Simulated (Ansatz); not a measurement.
A nudged elastic band was laid between two geometries of C4H3B (8 atoms, charge 0, multiplicity 1).

Computed with Ansatz, RKS B3LYP/def2-SVP.

```yaml
movable_images: 5
climbing_image: yes
spring: 5.0 eV/Å²
optimiser: quadratic models (default)
start_path: IDPP
force_threshold: 0.05 eV/Å
iteration_limit: 60
end_points: relaxed
```

First end point:

```xyz
8
Properties=species:S:1:pos:R:3
B -0.543 -0.424 -1.307
C -0.106 0.217 0.016
C 0.921 0.164 0.939
C -0.126 0.020 1.925
C -0.726 1.023 1.110
H 0.107 -0.212 -2.299
H -1.527 -1.115 -1.348
H 2.001 0.328 0.963
```

Last end point:

```xyz
8
Properties=species:S:1:pos:R:3
B -0.542 -0.426 -1.306
C -0.108 0.219 0.015
C 0.920 0.167 0.938
C -0.126 0.018 1.924
C -0.727 1.022 1.111
H -1.523 -1.122 -1.345
H 0.106 -0.212 -2.299
H 2.000 0.334 0.962
```

Q: What changes between the two ends?

A: No bond is made or broken. The dihedral H6–B1–C2–C3 goes from -67 to 113°. The two ends are copies of one structure, up to a mirror image or an exchange of like atoms.

Q: Give the energies along the band, and the barrier.

A: The forces met the threshold. The highest image is number 3 of 0 to 6, 9.0 kJ/mol above the ends, which have the same energy within 2 meV. A vibrational analysis at the climbing image gives one clearly imaginary mode, 181i cm⁻¹: a first-order saddle point.

```
image  path coordinate (Å)  energy (kJ/mol)  dihedral H6–B1–C2–C3 (°)
    0                 0.00              0.0                       -67
    1                 0.56              2.1                       -39
    2                 1.12              6.8                       -13
    3                 1.68              9.0                        10
    4                 2.42              5.6                        40
    5                 3.17              2.2                        75
    6                 3.92              0.0                       113
```

Q: What is the geometry of the highest image?

A: 
```xyz
8
Properties=species:S:1:pos:R:3
B -0.528 -0.452 -1.316
C -0.195 0.128 0.084
C 0.941 0.366 0.901
C 0.174 -0.266 1.905
C -0.898 0.527 1.276
H 0.321 -1.019 -1.952
H -1.637 -0.296 -1.756
H 1.821 1.012 0.858
```

Q: What are the harmonic wavenumbers there?

A: 181i, 232, 285, 546, 554, 654, 786, 865, 893, 1005, 1055, 1204, 1211, 1299, 1513, 2596, 2698, 3222 cm⁻¹.

The band took 12 iterations and about 3 core-minutes.

Time of the run: 3.1 min on 1 thread of Intel(R) Xeon(R) Processor @ 2.70GHz, on a shared host, peak memory 0.17 GiB.
